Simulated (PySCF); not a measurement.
Compound: C5H4NOS (charge -1).
SMILES: `C=NC1=CSC([O-])=C1`

Jobs on this species (12 atoms, 66 electrons) with PySCF (density fitting). Hardware of each: one thread of an Arm Neoverse V1, shared host. The host was shared with other jobs, so the times are rough. Peak memory is the resident size of the whole Python process, interpreter and libraries included.

| level and settings | work | basis functions | SCF cycles | wall time | peak memory |
| --- | --- | --- | --- | --- | --- |
| KT2/aug-cc-pVDZ, energy threshold 1e-11 Eh | 1 singlet by full TDDFT, polarisability, density and orbital grids written | 224 | ? | ? | ? |
| PBE0/MINI | 3 singlets by TDA, 2 Tamm–Dancoff triplets, polarisability | 48 | 14 | 3.5 s | 0.47 GiB |
| KT3/pcSseg-1, fitting basis def2-qzvpp-jkfit, energy threshold 1e-07 Eh | shieldings, ring-centre shieldings, density and orbital grids written | 163 | 13 | 27 s | 0.76 GiB |

**Question.** Fill in the missing figures.

**Answer.** 
- KT2/aug-cc-pVDZ, energy threshold 1e-11 Eh; 1 singlet by full TDDFT, polarisability, density and orbital grids written: 60 s, 0.65 GiB, 19 SCF cycles

**Question.** What do all jobs in the table cost together?

**Answer.** About 90 s; the longest takes about 66 % of that, and about 17 times as long as the shortest.
